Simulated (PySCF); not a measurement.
Bond curve of HI⁺

Set-up: PySCF, spin-free X2C with a Gaussian nucleus, basis sets H x2c-SVPall, I x2c-SVPall. Energies in eV from H + I⁺ in their ground configurations at the same level. State: ²Π (doublet), unpaired electrons π ↑.

All columns are M06. A positive dipole points towards I; it is taken about the centre of mass and depends on that origin.

```tsv
R (Å)	E (eV)	μ (D)	Mulliken charge on H (basis-dependent)	HOMO (eV)	LUMO (eV)	Mayer bond order	⟨S²⟩
1.409	-2.611	-0.94	0.11	-15.59	-13.61	0.99	0.75
1.475	-2.999	-0.98	0.14	-15.55	-13.57	0.98	0.75
1.541	-3.221	-1.04	0.17	-15.51	-13.53	0.97	0.75
1.590	-3.304	-1.09	0.19	-15.47	-13.50	0.96	0.75
1.639	-3.331	-1.15	0.21	-15.44	-13.47	0.95	0.75
1.688	-3.314	-1.22	0.22	-15.41	-13.44	0.94	0.75
1.754	-3.236	-1.31	0.24	-15.36	-13.40	0.94	0.75
1.836	-3.075	-1.45	0.26	-15.30	-13.34	0.93	0.75
1.934	-2.822	-1.64	0.28	-15.24	-13.28	0.92	0.75
2.065	-2.431	-1.91	0.29	-15.14	-13.19	0.91	0.75
```

A fit through these points gives, at Re = 1.642 Å, μ = -1.15 D and dμ/dR = -1.28 D/Å; the reduced mass is 0.9999 u.

Question: How strong is the fundamental in the double-harmonic approximation, I = 42.26·(dμ/dR)²/μred km/mol?

Answer: I = 42.26·(-1.28)²/0.9999 = 69.2 km/mol at M06.

Spin–orbit coupling is left out, which matters for elements this heavy, above all for dissociation energies. For an ion De counts to the pair picked by the measured ionisation energies or electron affinities, which need not be the lowest pair at this level. The state is the lowest determinant that a PBE0 search found; another state may lie lower at other levels.
